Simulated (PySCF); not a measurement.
B₂H₄O, SMILES BOB. Geometry: PBE-D3(BJ)/def2-TZVP.

These are PBE-D3(BJ)/def2-TZVP (PySCF 2.14.0) values and carry that method's errors.

Harmonic wavenumbers (cm⁻¹): 149, 149, 474, 945, 964, 964, 994, 994, 1194, 1260, 1549, 2502, 2521, 2605, 2605. Rotational constants (GHz): 111.5, 9.058, 9.058; symmetry number 4.

**Question.** Work out the zero-point energy and the ideal-gas rigid-rotor harmonic-oscillator thermochemistry at 298.15 K and 1 atm.

**Answer.** ZPE = ½ Σ hcν = ½ × 19867 cm⁻¹ = 118.83 kJ/mol. H − E(el) = 133.41 kJ/mol. Entropy in J/(mol K): translation 155.26, rotation 76.72, vibration 28.07, total 260.05. G − E(el) = 55.87 kJ/mol. Cp = 65.09 J/(mol K). Modes under 150 cm⁻¹ make the vibrational entropy uncertain.
